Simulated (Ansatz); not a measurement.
Cost and result for the atomization energy of CH6BFSSi, SMILES `CSB(F)[SiH3]` (11 atoms, 10 bonds).

Cartesian coordinates in Å:
```
C 1.8002 0.0324 -0.0912
S 1.0269 -1.6007 -0.1817
B -0.7201 -1.2334 -0.0581
F -1.5362 -2.2854 -0.0980
Si -1.4886 0.6395 0.1294
H 1.6128 0.4991 0.8745
H 1.4478 0.6768 -0.8950
H 2.8718 -0.1231 -0.2076
H -1.1126 1.4716 -1.0485
H -2.9707 0.6112 0.2395
H -0.9314 1.3120 1.3368
```

Total charge 0; spin multiplicity 1. All single points use the PBE0-D4/def2-TZVP geometry. It is one conformer, not always the lowest. Program: Ansatz. All runs use 4 threads of an Arm Neoverse V1 on a shared host. Times are those of one run each, without the atoms' runs, and a repeat can differ threefold. Electronic energies, without spin–orbit coupling; frozen cores. CCSD(T)/CBS adds CCSD(T) − MP2 in def2-TZVPP to the MP2 limit, and its time is that of the two runs behind it. T1 = 0.014. B3LYP takes the VWN-RPA correlation (the form of Gaussian; ORCA's B3LYP/G).

CCSD(T)/CBS is a level of theory with its own doubt, some kJ/mol a heavy atom from the limit and from the frozen cores, so smaller differences don't rank the functionals.

```csv
level,functions,wall time,atomization (kcal/mol),difference from CCSD(T)/CBS,per bond
PBE-D4/def2-TZVPP (with forces),261,2.8 s,945.7,15.5,1.5
PBE0-D4/def2-TZVPP,261,3.4 s,933.0,2.8,0.3
B3LYP-D4/def2-TZVPP (with forces),261,5.5 s,931.7,1.5,0.2
r2SCAN-D4/def2-TZVPP (with forces),261,6 s,938.1,7.9,0.8
B2PLYP/def2-TZVPP,261,6.5 s,920.9,-9.3,-0.9
ωB97X-V/def2-TZVPP,261,8 s,936.9,6.7,0.7
ωB97M-V/def2-TZVPP (with forces),261,12 s,935.7,5.5,0.5
MP2/def2-QZVPP,491,24 s,932.9,2.7,0.3
CCSD(T)/def2-TZVPP,261,2.8 min,907.6,-22.6,-2.3
CCSD(T)/CBS(def2),–,3.2 min,930.2,0.0,0.0
```

In def2-TZVPP, CCSD(T) changes the Hartree–Fock value by +204.4 kcal/mol (the triples alone add +12.8 kcal/mol) and MP2 by +216.4 kcal/mol; breaking electron pairs costs correlation energy, which Hartree–Fock lacks. The D4 term adds +9.7 kcal/mol with B3LYP and +5.1 kcal/mol with PBE0; it sums over pairs of atoms, weighted by their polarisabilities, and B3LYP, whose exchange is more repulsive, gets the larger term. From PBE to PBE0 (25 % exact exchange), in def2-TZVPP and without D4, the atomization energy moves by −11.8 kcal/mol: exact exchange takes away binding that semilocal exchange gives to molecules.
